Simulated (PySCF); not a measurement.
I4Sn. Atoms are numbered in the order given.

```xyz
5

I     -1.5461     1.5461    -1.5461
Sn     0.0000     0.0000     0.0000
I      1.5461     1.5461     1.5461
I      1.5461    -1.5461    -1.5461
I     -1.5461    -1.5461     1.5461
```
Charge 0, spin multiplicity 1.

Geometry optimised at PBE0-D3(BJ)/def2-SVP. The isomer is the one that the SMILES or the coordinates give; other isomers of the formula were not compared. The def2 effective core potentials stand for the cores of I, Sn; spin–orbit coupling is left out.

Computed with PBE0-D3(BJ)/def2-SVP (PySCF).

Frequencies are harmonic and unscaled.

Modes within 1.5 cm⁻¹ of each other (mostly degenerate sets) share a row, with their intensities summed.

Computed vibrational spectrum:
```tsv
mode	ν (cm⁻¹)	IR (km/mol)	moving atoms (share of kinetic energy)
1–2	43	0.0	I 100 %
3–5	63	3.8	I 80 %, Sn 20 %
6	153	0.0	I 100 %
7–9	225	106.5	Sn 61 %, I 39 %
```
